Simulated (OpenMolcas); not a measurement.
Re5+ among 4 point charges of -1.5 e arranged as a tetrahedron (Td).

| Item | Value |
| --- | --- |
| Program | OpenMolcas 26.06 |
| Method | CASSCF |
| Basis | ANO-RCC-VTZP [8s7p5d3f2g1h] |
| Scalar Hamiltonian | DKH2, point nucleus |
| Active space | 2 electrons in 5 orbitals (5d) |
| State averaging | 2S+1 = 3 even, 10 roots; 2S+1 = 1 even, 15 roots |
| Spin-orbit coupling | state interaction with AMFI integrals over the reference wave functions |

All point charges move together. At R = 1.79 Å |10Dq| is 4985 cm-1, and at R = 1.87 Å it is 4146 cm-1.

**Question.** A third run gives 3163 cm-1. What distance was it run at?

**Answer.** With a power law R^-n the two known points give n = -ln(4146 / 4985) / ln(1.87 / 1.79) = 4.21. Then R = 1.79 × (4985 / 3163)^(1/4.21) = 1.994 Å. The run was at 1.99 Å, so the estimate is off by +0.004 Å.

Without dynamic correlation the repulsion within the d shell is too large (B by tens of per cent), so at a given field states of lower spin stand too high. Spin-orbit coupling mixes the spin-free states strongly: the lowest level takes only 51 % from its leading state, 3A2 (figures for R = 1.79; the like holds for R = 1.87, R = 1.99). Point charges carry no covalency, so the field is a model and not that of real ligands. No measured value stands beside these numbers.
